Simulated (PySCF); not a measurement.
PySCF input file for chloro(ethenylsilyl)silane (C2H7ClSi2), SMILES Cl[SiH2][SiH2]C=C, TDDFT-PBE/def2-SVPD. The structure is a stationary point at TPSSh-D3(BJ)/def2-SVP. One conformer was computed; it need not be the lowest.

```python
import numpy as np
from pyscf import gto, scf, dft, tdscf

mol = gto.M(
    atom='''
    C    -3.37924142    0.65310595    0.57130591
    C    -2.52645960    0.02277165   -0.25315837
    Si   -0.88644308   -0.70058505    0.29761901
    Si    0.87991507    0.61760813   -0.51505448
    Cl    2.68394704   -0.27086995    0.05795220
    H    -4.31951613    1.08726216    0.21353316
    H    -3.17756485    0.75975639    1.64309464
    H    -2.79324352   -0.04626829   -1.31678029
    H    -0.70246394   -2.08446355   -0.22357013
    H    -0.81955643   -0.71662307    1.78555946
    H     0.86632378    0.71754015   -1.99981128
    H     0.84451967    1.99399666    0.04799857
    ''',
    basis='def2-SVPD',
    charge=0,
    spin=0,
    max_memory=1600,
    verbose=4,
)
mf = dft.RKS(mol, xc='pbe').density_fit(auxbasis='def2-universal-jkfit')
mf.grids.level = 3
mf.conv_tol = 1e-9
mf.max_cycle = 100
mf.kernel()
mf.grids = dft.Grids(mol).set(level=1).build(with_non0tab=True)  # coarser grid for the response kernel
td = tdscf.TDDFT(mf)
td.singlet = True
td.nstates = 10
td.conv_tol = 1e-4
td.positive_eig_threshold = 1e-6
td.kernel(x0=td.get_init_guess(mf, 15))
td.analyze()
tt = tdscf.TDA(mf)
tt.singlet = False
tt.nstates = 4
tt.conv_tol = 1e-4
tt.positive_eig_threshold = 1e-6
tt.kernel(x0=tt.get_init_guess(mf, 9))
tt.analyze(verbose=3)
```

Log of the run:

```
PySCF version 2.14.0

[INPUT] verbose = 4
[INPUT] num. atoms = 12
[INPUT] num. electrons = 64
[INPUT] charge = 0
[INPUT] spin (= nelec alpha-beta = 2S) = 0
[INPUT] symmetry False subgroup None
[INPUT] Mole.unit = angstrom
[INPUT] Symbol           X                Y                Z      unit          X                Y                Z       unit  Magmom
[INPUT]  1 C     -3.379241420000   0.653105950000   0.571305910000 AA   -6.385840792586   1.234191375824   1.079611703245 Bohr   0.0
[INPUT]  2 C     -2.526459600000   0.022771650000  -0.253158370000 AA   -4.774316708778   0.043032181904  -0.478399985441 Bohr   0.0
[INPUT]  3 Si    -0.886443080000  -0.700585050000   0.297619010000 AA   -1.675134646216  -1.323913871465   0.562418418364 Bohr   0.0
[INPUT]  4 Si     0.879915070000   0.617608130000  -0.515054480000 AA    1.662798495177   1.167110218005  -0.973311906430 Bohr   0.0
[INPUT]  5 Cl     2.683947040000  -0.270869950000   0.057952200000 AA    5.071924838437  -0.511870020875   0.109513786316 Bohr   0.0
[INPUT]  6 H     -4.319516130000   1.087262160000   0.213533160000 AA   -8.162702476341   2.054627708003   0.403519190913 Bohr   0.0
[INPUT]  7 H     -3.177564850000   0.759756390000   1.643094640000 AA   -6.004727309545   1.435731498488   3.104998866341 Bohr   0.0
[INPUT]  8 H     -2.793243520000  -0.046268290000  -1.316780290000 AA   -5.278465252016  -0.087434396352  -2.488354114325 Bohr   0.0
[INPUT]  9 H     -0.702463940000  -2.084463550000  -0.223570130000 AA   -1.327464458983  -3.939065226139  -0.422486315333 Bohr   0.0
[INPUT] 10 H     -0.819556430000  -0.716623070000   1.785559460000 AA   -1.548737196326  -1.354221336845   3.374218358526 Bohr   0.0
[INPUT] 11 H      0.866323780000   0.717540150000  -1.999811280000 AA    1.637114679398   1.355954366879  -3.779095620016 Bohr   0.0
[INPUT] 12 H      0.844519670000   1.993996660000   0.047998570000 AA    1.595910883108   3.768107580697   0.090704151671 Bohr   0.0

nuclear repulsion = 314.774352357235
number of shells = 75
number of NR pGTOs = 259
number of NR cGTOs = 171
basis = def2-SVPD
ecp = {}


[settings echo left out]
init E= -1118.65781188113
  HOMO = -0.286902933977292  LUMO = -0.122284983834478  gap/eV = 4.47948
cycle= 1 E= -1118.59944605536  delta_E= 0.0584  |g|= 0.411  |ddm|= 4.44
  HOMO = -0.184050316312473  LUMO = -0.0505042850559287  gap/eV = 3.63397
cycle= 2 E= -1118.52425399675  delta_E= 0.0752  |g|= 0.644  |ddm|= 1.49
  HOMO = -0.238363389993224  LUMO = -0.0752726889513577  gap/eV = 4.43792
cycle= 3 E= -1118.64809751245  delta_E= -0.124  |g|= 0.0589  |ddm|= 1.05
  HOMO = -0.244452353586061  LUMO = -0.0749465542847925  gap/eV = 4.61249
cycle= 4 E= -1118.64909933392  delta_E= -0.001  |g|= 0.0338  |ddm|= 0.147
  HOMO = -0.243730176482753  LUMO = -0.0745054833033265  gap/eV = 4.60484
cycle= 5 E= -1118.64934944187  delta_E= -0.00025  |g|= 0.0174  |ddm|= 0.0564
  HOMO = -0.243284228149991  LUMO = -0.0745064315222654  gap/eV = 4.59268
cycle= 6 E= -1118.64944063313  delta_E= -9.12e-05  |g|= 0.00303  |ddm|= 0.0236
  HOMO = -0.243341773978139  LUMO = -0.0745429832966615  gap/eV = 4.59325
cycle= 7 E= -1118.64944374453  delta_E= -3.11e-06  |g|= 0.000477  |ddm|= 0.00613
  HOMO = -0.243345600569663  LUMO = -0.0745589695990692  gap/eV = 4.59292
cycle= 8 E= -1118.64944380937  delta_E= -6.48e-08  |g|= 0.000236  |ddm|= 0.00114
  HOMO = -0.243333088856324  LUMO = -0.0745403159201623  gap/eV = 4.59309
cycle= 9 E= -1118.64944382636  delta_E= -1.7e-08  |g|= 4.08e-05  |ddm|= 0.000411
  HOMO = -0.243336354849511  LUMO = -0.0745441836409331  gap/eV = 4.59307
cycle= 10 E= -1118.64944382697  delta_E= -6.16e-10  |g|= 6.38e-06  |ddm|= 8.88e-05
  HOMO = -0.243336290393954  LUMO = -0.0745444437526692  gap/eV = 4.59306
Extra cycle  E= -1118.64944382697  delta_E= 7.96e-12  |g|= 7.63e-06  |ddm|= 3.61e-05
converged SCF energy = -1118.64944382697
tot grids = 46808
Overwritten attributes  positive_eig_threshold  of <class 'pyscf.tdscf.rks.CasidaTDDFT'>


******** <class 'pyscf.tdscf.rks.CasidaTDDFT'> for <class 'pyscf.df.df_jk.DFRKS'> ********
nstates = 10 singlet
deg_eia_thresh = 1.000e-03
wfnsym = None
conv_tol = 0.0001
eigh lindep = 1e-12
eigh level_shift = 0
eigh max_cycle = 100


Excitation energies (eV)
[5.03133832 5.51913628 5.55355105 5.98894573 6.25420851 6.29723891
 6.40748251 6.4578111  6.51143635 6.51405006]

** Singlet excitation energies and oscillator strengths **
Excited State   1:      5.03134 eV    246.42 nm  f=0.1336
      31 -> 33       -0.22327
      32 -> 33        0.64871
      32 -> 34        0.11018
Excited State   2:      5.51914 eV    224.64 nm  f=0.0039
      31 -> 33       -0.30352
      32 -> 34       -0.62731
Excited State   3:      5.55355 eV    223.25 nm  f=0.0010
      30 -> 33        0.70489
Excited State   4:      5.98895 eV    207.02 nm  f=0.0248
      27 -> 33        0.12111
      29 -> 33       -0.31427
      31 -> 33        0.45463
      31 -> 34        0.32786
      32 -> 33        0.12367
      32 -> 34       -0.20336
Excited State   5:      6.25421 eV    198.24 nm  f=0.0214
      28 -> 33       -0.14723
      29 -> 33        0.54136
      31 -> 34        0.28520
      32 -> 34       -0.10732
      32 -> 35       -0.25942
Excited State   6:      6.29724 eV    196.89 nm  f=0.0085
      28 -> 33        0.13922
      29 -> 33        0.17628
      31 -> 34        0.26112
      32 -> 35        0.58789
Excited State   7:      6.40748 eV    193.50 nm  f=0.0018
      30 -> 34        0.68670
Excited State   8:      6.45781 eV    191.99 nm  f=0.0132
      32 -> 36       -0.64345
      32 -> 37        0.24702
Excited State   9:      6.51144 eV    190.41 nm  f=0.0289
      27 -> 33        0.22783
      28 -> 33        0.59016
      29 -> 33        0.14029
      31 -> 34       -0.16529
      32 -> 37       -0.13374
Excited State  10:      6.51405 eV    190.33 nm  f=0.0765
      27 -> 33       -0.31077
      28 -> 33        0.30531
      30 -> 34       -0.11256
      31 -> 33       -0.11982
      31 -> 34        0.29573
      32 -> 35       -0.19136
      32 -> 37        0.34408

** Transition electric dipole moments (AU) **
state          X           Y           Z        Dip. S.      Osc.
  1        -1.0240      0.1057      0.1552      1.0838      0.1336
  2        -0.1529     -0.0517      0.0536      0.0289      0.0039
  3         0.0287      0.0403      0.0716      0.0076      0.0010
  4        -0.3667      0.0797      0.1686      0.1693      0.0248
  5        -0.3720     -0.0049      0.0369      0.1397      0.0214
  6        -0.1430      0.0912      0.1624      0.0551      0.0085
  7         0.0591      0.0572      0.0682      0.0114      0.0018
  8        -0.2224     -0.1083      0.1486      0.0833      0.0132
  9        -0.4249     -0.0072      0.0166      0.1809      0.0289
 10         0.6049     -0.1140     -0.3165      0.4791      0.0765

** Transition velocity dipole moments (imaginary part, AU) **
state          X           Y           Z        Dip. S.      Osc.
  1        -0.1907      0.0207      0.0258      0.0374      0.1350
  2        -0.0334     -0.0141      0.0129      0.0015      0.0049
  3         0.0058      0.0080      0.0135      0.0003      0.0009
  4        -0.0802      0.0144      0.0378      0.0081      0.0244
  5        -0.0880     -0.0045      0.0079      0.0078      0.0227
  6        -0.0343      0.0207      0.0422      0.0034      0.0098
  7         0.0140      0.0120      0.0140      0.0005      0.0015
  8        -0.0533     -0.0304      0.0373      0.0052      0.0145
  9        -0.1047     -0.0026      0.0033      0.0110      0.0306
 10         0.1456     -0.0280     -0.0757      0.0277      0.0772

** Transition magnetic dipole moments (imaginary part, AU) **
state          X           Y           Z
  1        -0.1196     -0.0777      0.4505
  2        -0.0058     -0.0614      0.2380
  3         0.1931      0.2451     -0.1222
  4         0.2395     -0.6123     -0.5624
  5        -0.3685     -0.0777      0.1004
  6        -0.1296     -0.1488     -0.2547
  7         0.1337      0.6186     -0.5468
  8         0.0008     -0.0828     -0.3176
  9        -0.0814     -0.0950      0.6099
 10         0.0346     -0.1533     -0.8280
Overwritten attributes  positive_eig_threshold  of <class 'pyscf.tdscf.rks.TDA'>


******** <class 'pyscf.tdscf.rks.TDA'> for <class 'pyscf.df.df_jk.DFRKS'> ********
nstates = 4 triplet
deg_eia_thresh = 1.000e-03
wfnsym = None
conv_tol = 0.0001
eigh lindep = 1e-12
eigh level_shift = 0
eigh max_cycle = 100


Excitation energies (eV)
[4.01271519 4.87567485 5.25721994 5.44645891]

** Triplet excitation energies and oscillator strengths **
Excited State   1:      4.01272 eV    308.98 nm  f=0.0000
Excited State   2:      4.87567 eV    254.29 nm  f=0.0000
Excited State   3:      5.25722 eV    235.84 nm  f=0.0000
Excited State   4:      5.44646 eV    227.64 nm  f=0.0000
```

The run converged.

Cost: about 90 core-seconds (a rough figure).
